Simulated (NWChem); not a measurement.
Program: NWChem. System: diselenium (Se2), charge 0, spin multiplicity 3, at a geometry optimised with UPBE/def2-SVP. Its SCF solution wasn't tested for a lower state. Level: UB3LYP/def2-TZVP, VWN1-RPA local correlation.

Input file:

```
start mol
memory heap 200 mb stack 900 mb global 1100 mb
geometry units angstroms nocenter noautoz
  Se     0.000000     0.000000     1.099718
  Se     0.000000     0.000000    -1.099718
  symmetry group D2h
end
basis spherical
  * library def2-tzvp
end
dft
  xc b3lyp
  odft
  mult 3
  semidirect memsize 60000000 filesize 0
  iterations 100
end
task dft energy
```

Output (cleaned and shortened):

```
             Northwest Computational Chemistry Package (NWChem) 7.3.0
             --------------------------------------------------------

                                NWChem Input Module
                                -------------------

 Scaling coordinates for geometry "geometry" by  1.889725989
 (inverse scale =  0.529177249)

 Turning off AUTOSYM since
 SYMMETRY directive was detected!

                             Geometry "geometry" -> ""
                             -------------------------

 Output coordinates in angstroms (scale by  1.889725989 to convert to a.u.)

  No.       Tag          Charge          X              Y              Z
 ---- ---------------- ---------- -------------- -------------- --------------
    1 Se                  34.0000     0.00000000     0.00000000     1.09971800
    2 Se                  34.0000     0.00000000     0.00000000    -1.09971800

 Effective nuclear repulsion energy (a.u.)     278.1298932288

            Nuclear Dipole moment (a.u.)
            ----------------------------
        X                 Y               Z
 ---------------- ---------------- ----------------
     0.0000000000     0.0000000000     0.0000000000

      Symmetry information
      --------------------

 Group name             D2h
 Group number             26
 Group order               8
 No. of unique centers     1

      Symmetry unique atoms

     1


 Summary of "ao basis" -> "" (spherical)
 ------------------------------------------------------------------------------
       Tag                 Description            Shells   Functions and Types
 ---------------- ------------------------------  ------  ---------------------
 *                         def2-tzvp                  on all atoms

                                 NWChem DFT Module
                                 -----------------

 Summary of "ao basis" -> "ao basis" (spherical)
 ------------------------------------------------------------------------------
       Tag                 Description            Shells   Functions and Types
 ---------------- ------------------------------  ------  ---------------------
 Se                        def2-tzvp                16       48   6s5p4d1f

 Summary of "ao basis" -> "ao basis" (spherical)
 ------------------------------------------------------------------------------
       Tag                 Description            Shells   Functions and Types
 ---------------- ------------------------------  ------  ---------------------
 Se                        def2-tzvp                16       48   6s5p4d1f

      Symmetry analysis of basis
      --------------------------

        ag         21
        au          5
        b1g         5
        b1u        21
        b2g        11
        b2u        11
        b3g        11
        b3u        11

            General Information
            -------------------
          SCF calculation type: DFT
          Wavefunction type:  spin polarized.
          No. of atoms     :     2
          No. of electrons :    68
           Alpha electrons :    35
            Beta electrons :    33
          Charge           :     0
          Spin multiplicity:     3
          Use of symmetry is: on ; symmetry adaption is: on
          Maximum number of iterations: 100
          AO basis - number of functions:    96
                     number of shells:    32
          Convergence on energy requested:  1.00D-06
          Convergence on density requested:  1.00D-05
          Convergence on gradient requested:  5.00D-04
[...]
     8      0.069157  1 Se py                56      0.069157  2 Se py

 Vector   33  Occ=1.000000D+00  E=-2.958311D-01  Symmetry=b3u
              MO Center= -5.3D-16, -3.2D-30,  1.1D-16, r^2= 2.6D+00
   Bfn.  Coefficient  Atom+Function         Bfn.  Coefficient  Atom+Function
  ----- ------------  ---------------      ----- ------------  ---------------
    16      0.331430  1 Se px                64      0.331430  2 Se px
    10     -0.226703  1 Se px                58     -0.226703  2 Se px
    19      0.204575  1 Se px                67      0.204575  2 Se px
    13      0.202657  1 Se px                61      0.202657  2 Se px
     7      0.069157  1 Se px                55      0.069157  2 Se px

 Vector   34  Occ=0.000000D+00  E=-1.477965D-01  Symmetry=b2g
              MO Center=  4.9D-17,  2.9D-22,  3.0D-16, r^2= 3.4D+00
   Bfn.  Coefficient  Atom+Function         Bfn.  Coefficient  Atom+Function
  ----- ------------  ---------------      ----- ------------  ---------------
    19      0.360461  1 Se px                67     -0.360461  2 Se px
    16      0.352823  1 Se px                64     -0.352823  2 Se px
    10     -0.245527  1 Se px                58      0.245527  2 Se px
    13      0.232414  1 Se px                61     -0.232414  2 Se px
     7      0.074523  1 Se px                55     -0.074523  2 Se px

 Vector   35  Occ=0.000000D+00  E=-1.477965D-01  Symmetry=b3g
              MO Center= -1.1D-19,  4.9D-17,  4.0D-16, r^2= 3.4D+00
   Bfn.  Coefficient  Atom+Function         Bfn.  Coefficient  Atom+Function
  ----- ------------  ---------------      ----- ------------  ---------------
    20      0.360461  1 Se py                68     -0.360461  2 Se py
    17      0.352823  1 Se py                65     -0.352823  2 Se py
    11     -0.245527  1 Se py                59      0.245527  2 Se py
    14      0.232414  1 Se py                62     -0.232414  2 Se py
     8      0.074523  1 Se py                56     -0.074523  2 Se py

 Vector   36  Occ=0.000000D+00  E=-3.601083D-02  Symmetry=b1u
              MO Center=  8.3D-30,  7.4D-30, -9.3D-16, r^2= 4.9D+00
   Bfn.  Coefficient  Atom+Function         Bfn.  Coefficient  Atom+Function
  ----- ------------  ---------------      ----- ------------  ---------------
    21      0.686954  1 Se pz                69      0.686954  2 Se pz
     6     -0.534410  1 Se s                 54      0.534410  2 Se s
    18      0.321610  1 Se pz                66      0.321610  2 Se pz
    12     -0.214737  1 Se pz                60     -0.214737  2 Se pz
    15      0.212439  1 Se pz                63      0.212439  2 Se pz

   alpha - beta orbital overlaps
   -----------------------------

   alpha      1      2      3      4      5      6      7      8      9     10
    beta      1      2      3      4      5      6      7      8     10      9
 overlap   1.000  1.000  1.000  1.000  1.000  1.000  1.000  1.000  1.000  1.000

   alpha     11     12     13     14     15     16     17     18     19     20
    beta     11     12     13     14     15     16     17     18     19     20
 overlap   1.000  1.000  1.000  1.000  1.000  1.000  1.000  1.000  1.000  1.000

   alpha     21     22     23     24     25     26     27     28     29     30
    beta     21     24     23     22     25     26     27     28     29     30
 overlap   1.000  1.000  1.000  1.000  1.000  1.000  1.000  1.000  0.999  1.000

   alpha     31     32     33     34     35     36     37     38     39     40
    beta     31     33     32     35     34     36     37     38     39     40
 overlap   0.999  0.999  0.999  0.999  0.999  1.000  0.999  1.000  0.998  0.998

   alpha     41     42     43     44     45     46     47     48     49     50
    beta     41     42     43     44     45     46     47     48     49     50
 overlap   1.000  1.000  0.997  0.997  0.999  0.999  0.999  1.000  1.000  1.000

   alpha     51     52     53     54     55     56     57     58     59     60
    beta     51     52     53     54     55     57     56     58     59     60
 overlap   1.000  1.000  1.000  1.000  1.000  1.000  1.000  0.996  0.996  1.000

   alpha     61     62     63     64     65     66     67     68     69     70
    beta     61     63     62     65     64     66     67     68     69     70
 overlap   1.000  0.996  0.996  1.000  1.000  1.000  1.000  1.000  1.000  1.000

   alpha     71     72     73     74     75     76     77     78     79     80
    beta     71     72     73     74     75     77     76     78     79     80
 overlap   1.000  1.000  1.000  1.000  1.000  1.000  1.000  1.000  1.000  1.000

   alpha     81     82     83     84     85     86     87     88     89     90
    beta     81     83     82     84     86     85     87     88     89     90
 overlap   1.000  1.000  1.000  1.000  1.000  1.000  1.000  1.000  1.000  1.000

   alpha     91     92     93     94     95     96
    beta     91     92     93     94     95     96
 overlap   1.000  1.000  1.000  1.000  1.000  1.000

     --------------------------
     Expectation value of S2:
     --------------------------
      <S2> =      2.0068 (Exact =     2.0000)

 center of mass
 --------------
 x =   0.00000000 y =   0.00000000 z =   0.00000000

 moments of inertia (a.u.)
 ------------------
         681.660385425285           0.000000000000           0.000000000000
           0.000000000000         681.660385425285           0.000000000000
           0.000000000000           0.000000000000           0.000000000000

     Multipole analysis of the density
     ---------------------------------

     L   x y z        total         alpha         beta         nuclear
     -   - - -        -----         -----         ----         -------
     0   0 0 0     -0.000000    -35.000000    -33.000000     68.000000

     1   1 0 0     -0.000000     -0.000000     -0.000000      0.000000
     1   0 1 0     -0.000000     -0.000000     -0.000000      0.000000
     1   0 0 1     -0.000000     -0.000000      0.000000      0.000000

     2   2 0 0    -27.370909    -15.967406    -11.403503      0.000000
     2   1 1 0     -0.000000     -0.000000     -0.000000      0.000000
     2   1 0 1      0.000000      0.000000      0.000000      0.000000
     2   0 2 0    -27.370909    -15.967406    -11.403503      0.000000
     2   0 1 1      0.000000      0.000000      0.000000      0.000000
     2   0 0 2    -24.838130   -166.193110   -152.321558    293.676538

 Task  times  cpu:        5.4s     wall:        5.4s

 Total times  cpu:        5.4s     wall:        5.4s
```
